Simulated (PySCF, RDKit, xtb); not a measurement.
Complex: H2O (SMILES O) (first 3 atoms) with CH3F (SMILES CF); geometry from B3LYP-D3(BJ)/def2-TZVP.
(charge 0, multiplicity 1):
```csv
atom,x (Å),y (Å),z (Å)
O,0.0004,0.4835,-0.1392
H,0.2093,-0.1354,0.5728
H,-0.4386,-0.0408,-0.8158
C,-0.2219,0.5924,3.1373
F,0.2363,-0.5822,2.5223
H,-0.5277,1.2867,2.3564
H,-1.0638,0.3326,3.7781
H,0.5947,1.0073,3.7268
```

Counterpoise-corrected where a basis set is named; no monomer relaxation. Rows marked so take none.

Rows in 3-21G, STO-3G carry no dispersion term and start afresh at each structure.

The values were computed with PySCF for 3-21G rows, STO-3G rows; RDKit for the force fields; xtb for the GFN methods. Values without a source in brackets are computed.

Question: One of these levels gives -3.21 kcal/mol for the interaction energy. Which one is it?
(A) B3LYP/3-21G (no counterpoise)
(B) MMFF94
(C) GFN-FF
(D) HF/STO-3G (no counterpoise)

Answer: B, MMFF94. The others give -3.77 (GFN-FF), -2.51 (HF/STO-3G (no counterpoise)), -11.04 (B3LYP/3-21G (no counterpoise))
